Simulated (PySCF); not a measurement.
One formula, C6H10O, several structures.

PySCF, CAM-B3LYP/def2-SVPD, density fitting, gas phase; each molecule at its own PBE0-D3(BJ)/def2-SVP geometry, one conformer. Singlet excitations by full TDDFT with frozen cores, triplets by Tamm–Dancoff TDDFT and ionisation energies by ΔSCF, from the lowest of the holes tried. 

Torsions of the conformers computed, which needn't be the lowest (atom-mapped SMILES):
- `[CH2:1]=[CH:2]/[CH:3]=[CH:4]\[CH2:5][O:6][CH3:7]`: C1–C2–C3–C4 180°, C3–C4–C5–O6 -177°, C4–C5–O6–C7 180°
- `[CH3:1][C:2](=[O:3])[CH:4]=[C:5]([CH3:6])[CH3:7]`: C1–C2–C4–C5 179°

The conformers of `C1CC[C@H]2O[C@H]2C1`, `COC1=CCCC1` and `O=C1CCCCC1` aren't listed.

Reference: `C1CC[C@H]2O[C@H]2C1`, with HOMO energy -9.13 eV, LUMO energy 1.37 eV, lowest singlet excitation 7.64 eV, lowest triplet excitation 7.48 eV, mean polarisability 69.3 au and vertical ionisation energy 9.95 eV.

Changes against it:

```tsv
molecule	Δ electronic energy (kcal/mol)	Δ HOMO energy (eV)	Δ LUMO energy (eV)	Δ lowest singlet excitation (eV)	Δ lowest triplet excitation (eV)	Δ mean polarisability (au)	Δ vertical ionisation energy (eV)
O=C1CCCCC1	-25.1	+0.64	-0.82	-3.31	-3.70	+1.7	-0.63
CC(=O)C=C(C)C	-9.7	+0.63	-1.65	-3.77	-4.06	+10.8	-0.84
```

Rows whose labels were lost:

| row | Δ electronic energy (kcal/mol) | Δ HOMO energy (eV) | Δ LUMO energy (eV) | Δ lowest singlet excitation (eV) | Δ lowest triplet excitation (eV) | Δ mean polarisability (au) | Δ vertical ionisation energy (eV) |
| --- | --- | --- | --- | --- | --- | --- | --- |
| P | -0.8 | +1.70 | +0.03 | -1.66 | -3.17 | +5.1 | -1.77 |
| Q | +23.3 | +1.32 | -1.23 | -2.11 | -4.44 | +17.1 | -1.40 |

Task: Which row belongs to which of `C=C/C=C\COC` and `COC1=CCCC1`?

Result: P = `COC1=CCCC1` and Q = `C=C/C=C\COC`. P and Q are told apart most clearly by the electronic energy (-0.8 against +23.3 kcal/mol).

Task: Which row has the smallest HOMO–LUMO gap and which the largest, and does the HOMO or the LUMO shift more there?

Result: Smallest, counted from the reference: Q, -2.55 eV (HOMO +1.32, LUMO -1.23), the larger shift being that of neither alone. Largest: `O=C1CCCCC1`, -1.46 eV (HOMO +0.64, LUMO -0.82), the larger shift being that of neither alone. The gap of the reference itself lies above all of them.
